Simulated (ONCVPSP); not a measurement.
## lanthanum (La): variants of one ONCV potential

Base potential:

| Property | Result |
| --- | --- |
| Element | lanthanum |
| Generator | ONCVPSP 4.0.1 |
| Type | optimised norm-conserving Vanderbilt (ONCV) |
| Functional | PBE |
| Relativity | scalar-relativistic |
| Frozen core | [Kr] |
| Valence charge | 21 |
| Reference configuration | 4d10 5s2 5p6 5d1 6s1 6p1 |
| Partial waves | 5s+6s: rc 2.80 bohr, ncon 4, nbas 7, qcut 5.1 1/bohr, 2 projectors; 5p+6p: rc 2.45 bohr, ncon 3, nbas 8, qcut 6.6 1/bohr, 2 projectors; 4d+5d: rc 1.05 bohr, ncon 4, nbas 8, qcut 14.9 1/bohr, 2 projectors; f scattering state at 0.1 Ha: rc 2.85 bohr, ncon 4, nbas 8, qcut 4.5 1/bohr, 2 projectors, debl 2.7 Ha |
| Local potential | polynomial inside 0.70 bohr (lpopt 4, dvloc0 1 Ha) |
| Core correction | none |

In the f channel the program set the typed energies aside and used -0.200, 2.500 Ha.

All-electron outer shells of the reference configuration (PBE, scalar-relativistic, ld1.x):

```json
{"shell": "4p", "level (eV)": "-201.12", "outermost node (bohr)": "0.34", "outermost maximum (bohr)": "0.63"}
{"shell": "4d", "level (eV)": "-104.97", "outermost node (bohr)": "0.32", "outermost maximum (bohr)": "0.68"}
{"shell": "5s", "level (eV)": "-40.03", "outermost node (bohr)": "0.77", "outermost maximum (bohr)": "1.41"}
{"shell": "5p", "level (eV)": "-23.49", "outermost node (bohr)": "0.83", "outermost maximum (bohr)": "1.58"}
{"shell": "6s", "level (eV)": "-4.28", "outermost node (bohr)": "1.86", "outermost maximum (bohr)": "3.79"}
{"shell": "5d", "level (eV)": "-3.96", "outermost node (bohr)": "0.95", "outermost maximum (bohr)": "2.19"}
{"shell": "6p", "level (eV)": "-1.86", "outermost node (bohr)": "2.20", "outermost maximum (bohr)": "4.93"}
```

Cutoffs, loose and tight: the cutoffs (Ha) at which the residual kinetic energy of the hardest occupied pseudo-wave falls to 1 and 0.1 mHa per electron. They do not see the model core or the augmentation charge, which bear on the density cutoff. Test errors are all-electron minus pseudo excitation energies from the reference, over the configurations 4d10 5s2 5p6 5d1 6s2 6p0; 4d10 5s2 5p6 5d1 6s1 6p0; 4d10 5s2 5p6 5d1 6s0 6p0; 4d10 5s2 5p6 5d0 6s0 6p0. A dash means not determined; rows that change the core or the reference have their own tests.

A true bound ghost makes a file unfit for plane-wave use even where its test errors are small: the radial tests pick states by their node count and pass the ghost by.

```csv
change,outcome,"cutoff, loose","cutoff, tight",bound ghosts,GHOST(+) flags above zero,largest test error (meV)
base,"generated, projector energies reset by the program",76 Ha,88 Ha,"s, p",s,-3.4
s: qcut 3.2; p: qcut 4.2; d: qcut 9.5; f: qcut 2.9,"failed: ERROR pspot: first pseudo wave function has node, program will stop",–,–,–,–,–
s: qcut 3.9; p: qcut 5; d: qcut 11.3; f: qcut 3.4,"failed: ERROR pspot: first pseudo wave function has node, program will stop",–,–,–,–,–
s: qcut 4.5; p: qcut 5.9; d: qcut 13.3; f: qcut 4,"generated, projector energies reset by the program",70 Ha,80 Ha,"s, p",none,-3.7
s: qcut 5; p: qcut 6.5; d: qcut 14.6; f: qcut 4.4,"generated, projector energies reset by the program",75 Ha,86 Ha,"s, p",s,-3.5
s: qcut 6; p: qcut 7.8; d: qcut 17.7; f: qcut 5.3,"generated, projector energies reset by the program",84 Ha,100 Ha,"s, p","s, f",-3.6
s: qcut 6.8; p: qcut 8.7; d: qcut 19.7; f: qcut 6,"failed: ERROR pspot: first pseudo wave function has node, program will stop",–,–,–,–,–
s: qcut 7.4; p: qcut 9.6; d: qcut 21.8; f: qcut 6.6,"failed: ERROR pspot: first pseudo wave function has node, program will stop",–,–,–,–,–
```

Q: What comes out with this change to the base: s: qcut 5.5; p: qcut 7.1; d: qcut 16; f: qcut 4.8?

A: outcome: generated, projector energies reset by the program; cutoff, loose: 79 Ha; cutoff, tight: 93 Ha; bound ghosts: s, p; GHOST(+) flags above zero: none; largest test error (meV): -3.2.
